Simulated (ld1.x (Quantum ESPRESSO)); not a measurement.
What one change does to a pseudopotential (Si (Z = 14), TM semilocal)

silicon, norm-conserving Troullier–Martins (semilocal form), made with ld1.x (Quantum ESPRESSO) 7.5 (BLYP, scalar-relativistic). Core [Ne], reference 3s2 3p1.75 (charge +0.25). Waves: 3p (bound): rc 2.00 bohr; 3s (bound): rc 1.60 bohr. Local part: the s channel. Core correction: none.

Change: all radii scaled by about 0.76 (s 1.22, p 1.52 bohr).

Cutoffs: the cutoffs (Ry, on a coarse ladder) from which the occupation-weighted sum of valence levels, in a spherical-Bessel basis at the reference potential, stays within 10 and 1 mRy of its value at 400 Ry; they do not see the model core or the augmentation charge, which bear on the density cutoff. Errors are all-electron minus pseudo energies relative to the spin-unpolarised reference configuration.

Question: Predict the effect on cutoff, ghosts and configuration errors.

Answer: The potential gets harder (15 Ry and 40 Ry → 50 Ry and 140 Ry); of the 7 tests that both files solve, the error grows in 5 and shrinks in 0 by more than 15 % and 0.3 meV (median size 2.8 → 4.8 meV); neither file shows a bound ghost. A smaller radius makes the pseudo-wave follow the all-electron one further in, where it bends more sharply, so more plane waves are needed. That the errors move this way runs against the usual rule that smaller radii transfer better. A semilocal file is local in each channel, so a ghost entry of none says nothing of the separable form that plane-wave codes build from it.

```tsv
quantity	base	changed
cutoff, loose	15 Ry	50 Ry
cutoff, tight	40 Ry	140 Ry
loose cutoff by channel (10 mRy a level)	p 6 Ry, s 12 Ry	p 6 Ry, s 45 Ry
bound ghosts	none	none
error for 3s2 3p2, meV [ΔE -1.20 eV]	+0.2	+0.3
error for 3s2 3p1, meV [ΔE 6.39 eV]	+2.8	+4.8
error for 3s2 3p0, meV [ΔE 22.28 eV]	+34	+50
error for 3s1 3p3, meV [ΔE 5.65 eV]	+4.9	+19
error for 3s2 3p2.3, meV [ΔE -2.08 eV]	+0.7	+1.1
error for 3s1 3p2, meV [ΔE 13.85 eV]	+12	+19
error for 3s2 3p1.5, meV [ΔE 1.65 eV]	+0.1	+0.3
```
